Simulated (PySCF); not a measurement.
dimethoxyethane (C4H10O2), SMILES COCCOC.

The structure is a stationary point at r2SCAN-D4/def2-SVP. The values are those of a single conformer.

Calculation: TDA-LC-ωPBE/def2-SVPD (PySCF).

Vertical excitations.  State labels are in the subgroup C2.

| state | symmetry | energy (eV) | λ (nm) | f | main pairs |
|---|---|---|---|---|---|
| S1 | B | 7.75 | 160 | 0.036 | HOMO→LUMO 62 %, HOMO−1→LUMO+1 19 % |
| S2 | A | 7.85 | 158 | 0.040 | HOMO−1→LUMO 48 %, HOMO→LUMO+1 32 % |
| S3 | B | 8.72 | 142 | 0.003 | HOMO→LUMO+2 71 %, HOMO−1→LUMO+1 11 % |
| S4 | A | 8.81 | 141 | 0.000 | HOMO→LUMO+1 27 %, HOMO→LUMO+3 20 %, HOMO−1→LUMO+2 17 %, HOMO−1→LUMO+4 14 % |
| S5 | B | 8.86 | 140 | 0.055 | HOMO→LUMO+4 47 %, HOMO−1→LUMO+1 15 %, HOMO−1→LUMO+3 8 %, HOMO−1→LUMO+7 7 % |
| S6 | A | 8.90 | 139 | 0.016 | HOMO−1→LUMO+2 40 %, HOMO→LUMO+3 33 % |
| T1 | B | 7.47 | 166 | 0 | HOMO→LUMO 53 %, HOMO−1→LUMO+1 17 % |
| T2 | A | 7.56 | 164 | 0 | HOMO−1→LUMO 43 %, HOMO→LUMO+1 27 %, HOMO→LUMO+7 7 % |
Triplets are in the Tamm–Dancoff approximation.
